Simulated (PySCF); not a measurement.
Co⁺ (cobalt, charge +1): UHF calculation

Configuration: [Ar] 3d7 4s1, 4s spin antiparallel (an excited configuration). Calculation: PySCF 2.14, in aug-cc-pVTZ-DK (8s7p5d3f2g, 93 functions); scalar relativity by spin-free X2C-1e.

| Property | Result |
| --- | --- |
| Total energy | -1391.609729 hartree |
| One-electron energy | -1918.8262 hartree |
| Hartree (Coulomb) energy | 585.7358 hartree |
| Exchange energy | -58.5193 hartree |
| ⟨S²⟩ | 3.0077 |
| ⟨L²⟩ | 12.028 |
| Sum of ⟨r⟩ | 18.31 bohr |
| Sum of ⟨r²⟩ | 24.90 bohr² |
| Langevin diamagnetic susceptibility | -19.7 ×10⁻⁶ cm³/mol |

```tsv
shell	electrons	mean orbital energy (eV)	spread (eV)	rms radius, mean of both spins (bohr)
1s β	1	-7784.8	0	0.0648
1s α	1	-7784.8	0	0.0648
2s α	1	-974.85	0	0.276
2s β	1	-972.23	0	0.276
2p α	3	-832.61	0	0.249
2p β	3	-829.92	0	0.249
3s α	1	-137.98	0	0.832
3s β	1	-130.60	0	0.832
3p α	3	-95.604	0	0.890
3p β	3	-86.423	0	0.890
3d α	5	-27.784	1.431	1.15
3d β	2	-24.144	0	1.15
4s β	1	-15.162	0	3.00
```

With the s spin flipped the determinant is a mixture of two multiplicities, not a spectroscopic state.

Densities and radii are taken from the X2C orbitals without a picture-change correction, which distorts them close to the nucleus.

Spin-orbit constants ζ (cm⁻¹) from the X2C one-electron operator on these orbitals: bare nucleus, nucleus screened by l(l+1)(2l+1)/3 electrons, and screened by the Breit-Pauli mean field of the electrons.

| shell | bare | screened nucleus | mean field |
| --- | --- | --- | --- |
| 2p | 83810 | 77600 | 74800 |
| 3p | 10290 | 9530 | 9125 |
| 3d | 957.5 | 602.8 | 544.1 |
